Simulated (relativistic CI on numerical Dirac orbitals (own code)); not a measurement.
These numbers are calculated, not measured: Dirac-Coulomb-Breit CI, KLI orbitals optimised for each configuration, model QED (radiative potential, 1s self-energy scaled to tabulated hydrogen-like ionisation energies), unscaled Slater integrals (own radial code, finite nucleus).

The strongest absorption lines from the ground level of an ion, among the configurations computed and to levels below about 8720 eV (vacuum wavelength in nm, gf): 0.16160 (0.68), 0.19490 (1.8), 0.19499 (2.2), 0.19501 (0.88), 0.19566 (0.86), 0.21074 (1.9), 0.21155 (2), 0.21166 (2.5).

Q: Which ion is it?
A. Nd49+
B. Nd51+
C. Er59+
D. Nd53+

A: B. Nd51+ has 9 electrons and the ground level 2s2 2p5 2P°_3/2; the strongest line goes to 2s2 2p4 3d 2D_5/2. The pattern of lines fixes the number of electrons, and along that sequence the line energies rise steadily with the charge (about as its square where n changes within one kind of shell, about linearly where n is kept but much faster in heavy ions where fine structure, which grows about as Z⁴, sets the gap, and irregularly where shells cross), which fixes Z. Configurations outside the model, such as inner-shell arrays, can give stronger lines. At this charge energies of transitions that change n are usually good to better than 1 %, and those within a shell (Δn = 0) to a few per cent.

LS names give the leading component of a level, which can be under half, so a name can repeat, a term be missing and a line seem to break the LS rules.
